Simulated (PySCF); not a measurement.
## Magnetisability: BMe2(NCS), C3H6BNS

Geometry:
```tsv
atom	x (Å)	y (Å)	z (Å)
B1	0.031	0.060	0.001
C2	1.611	0.017	-0.025
H3	1.997	0.213	0.975
H4	2.027	0.787	-0.670
H5	2.009	-0.944	-0.338
C6	-0.780	1.417	0.017
H7	-0.819	1.829	-0.991
H8	-0.300	2.171	0.636
H9	-1.807	1.300	0.354
N10	-0.675	-1.143	0.008
C11	-1.261	-2.179	0.013
S12	-2.033	-3.529	0.020
```

Computed, not measured: PySCF 2.14.0, GIAO BP86/def2-SVP magnetisability, rotational g tensor and spin-rotation constants, non-relativistic, gas phase. Geometry: GFN2-xTB.

Task: What are the magnetisability and the molar susceptibility?

Result: Isotropic -1119 × 10⁻³⁰ J/T², or -67.4 × 10⁻⁶ cm³/mol; principal values -1200, -1106, -1051 × 10⁻³⁰ J/T², anisotropy 130 × 10⁻³⁰ J/T² (root of half the summed squared differences of the principal values). The susceptibility is in cgs units.

Task: Split it along the inertial axes a, b, c into diamagnetic and paramagnetic parts about the centre of mass, with the quadrupole moment.

Result: 
```csv
axis,χ (10⁻⁶ cm³/mol),diamagnetic (10⁻⁶ cm³/mol),paramagnetic (10⁻⁶ cm³/mol),summed x² of all electrons (Å²),quadrupole Θ (D Å)
a,-63.3,-265.9,202.6,239.8,+0.29
b,-66.6,-1067.5,1000.9,50.8,-0.86
c,-72.2,-1232.6,1160.4,11.9,+0.57
```
Anisotropies 2χaa − χbb − χcc = +12.2 and 2χbb − χaa − χcc = +2.3 × 10⁻⁶ cm³/mol. Θ is traceless in Buckingham's convention.

Task: And the rotational g tensor?

Result: 
| axis | rotational constant (GHz) | g | nuclear part | electronic part |
| --- | --- | --- | --- | --- |
| a | 7.4344 | -0.0439 | 0.6636 | -0.7074 |
| b | 1.1874 | -0.0048 | 0.5535 | -0.5583 |
| c | 1.0367 | -0.0019 | 0.5633 | -0.5652 |

Asymmetric top; isotopes 11B, 12C, 1H, 14N, 32S; no vibrational averaging.
